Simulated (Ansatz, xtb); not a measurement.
## Relative energy of two structures of C2H10BGaSi

Structure I: a singlet given by its coordinates. Structure II: `B[CH2][GaH][CH2][SiH3]`, a singlet. Both are isolated molecules in the gas phase, relaxed with r2SCAN-D4/def2-SVP; the shapes shown needn't be the lowest conformers.

I (Å):

| atom | x (Å) | y (Å) | z (Å) |
| --- | --- | --- | --- |
| C | -1.9951 | -0.4057 | -0.9886 |
| C | 0.3806 | -2.7062 | -0.6447 |
| B | -2.4943 | 0.4842 | 0.1264 |
| Ga | -0.9984 | -1.6493 | 0.2781 |
| Si | -1.5364 | -1.8283 | 2.6206 |
| H | -3.5082 | 0.2066 | 0.7340 |
| H | -1.8337 | 1.4257 | 0.5173 |
| H | -2.6924 | -1.1181 | -1.4650 |
| H | -1.2226 | -0.0632 | -1.6934 |
| H | 0.0417 | -3.0136 | -1.6464 |
| H | 0.6935 | -3.5927 | -0.0739 |
| H | 1.2665 | -2.0613 | -0.7842 |
| H | -1.5178 | -0.4904 | 3.2900 |
| H | -2.9186 | -2.3892 | 2.7633 |
| H | -0.6008 | -2.7348 | 3.3599 |

Close contacts (Å): C1–B3 1.51, C1–Ga4 2.04, C2–Ga4 1.97, B3–Ga4 2.61, Ga4–Si5 2.41, C1–H8 1.10, C1–H9 1.10, C2–H10 1.10, C2–H11 1.10, C2–H12 1.10, B3–H6 1.21, B3–H7 1.21, Si5–H13 1.50, Si5–H14 1.50, Si5–H15 1.50.

II (Å):

```tsv
atom	x (Å)	y (Å)	z (Å)
C	-1.5834	-0.9171	-1.7354
C	-0.5642	-2.4617	1.1568
B	-2.7580	-0.4974	-0.8670
Ga	-0.1756	-1.2677	-0.3482
Si	-1.0720	-1.5278	2.7096
H	-3.4544	-1.3303	-0.3260
H	-2.9703	0.6714	-0.6232
H	-1.6450	-1.9310	-2.1751
H	-1.1418	-0.1892	-2.4306
H	1.2264	-0.6009	-0.5497
H	-1.3863	-3.1434	0.8779
H	0.3277	-3.0653	1.4000
H	-1.4857	-2.4568	3.8064
H	-2.2170	-0.6080	2.4232
H	0.0685	-0.6967	3.2062
```

Estimate E(II) − E(I) at the level CCSD(T)/def2-SVP + ΔMP2/def2-TZVPP.

Calculated at CCSD(T)/def2-SVP + ΔMP2/def2-TZVPP: E(II) − E(I) = +0.115 eV, so structure I lies lower.

How the difference moves with the method:

```json
{"level": "r2SCAN-D4/def2-SVP", "geometry": "r2SCAN-D4/def2-SVP", "E(II) − E(I) (eV)": "+0.171", "departure from the last row (eV)": "+0.057", "job, with rough time for the two": "optimisation, 7.4 min"}
{"level": "HF/def2-SVP", "geometry": "r2SCAN-D4/def2-SVP", "E(II) − E(I) (eV)": "0.000", "departure from the last row (eV)": "−0.115", "job, with rough time for the two": "part of the CCSD(T) run"}
{"level": "MP2/def2-SVP", "geometry": "r2SCAN-D4/def2-SVP", "E(II) − E(I) (eV)": "+0.062", "departure from the last row (eV)": "−0.053", "job, with rough time for the two": "part of the CCSD(T) run"}
{"level": "CCSD(T)/def2-SVP", "geometry": "r2SCAN-D4/def2-SVP", "E(II) − E(I) (eV)": "+0.114", "departure from the last row (eV)": "−0.001", "job, with rough time for the two": "single point"}
{"level": "CCSD(T)/def2-SVP + ΔMP2/def2-TZVPP", "geometry": "r2SCAN-D4/def2-SVP", "E(II) − E(I) (eV)": "+0.115", "departure from the last row (eV)": "", "job, with rough time for the two": "single point, 2.6 min"}
```

HF/def2-SVP finds them nearly level. The largest departure from CCSD(T)/def2-SVP + ΔMP2/def2-TZVPP is that of HF/def2-SVP, 0.115 eV. A small imaginary or near-zero mode remains, so no thermal terms are given. Levels run at GFN2-xTB geometries aren't shown. The last row adds to CCSD(T) the change of the MP2 difference between the two basis sets, here +0.001 eV.

The correlated steps freeze 17 core orbitals; the filled d shell of Ga is correlated, in a basis made for valence electrons. Run with Ansatz 0.2.0, xtb 6.7.1; the last row on 2 threads of Intel(R) Xeon(R) Processor @ 2.50GHz (Skylake/Cascade Lake) on a shared host.
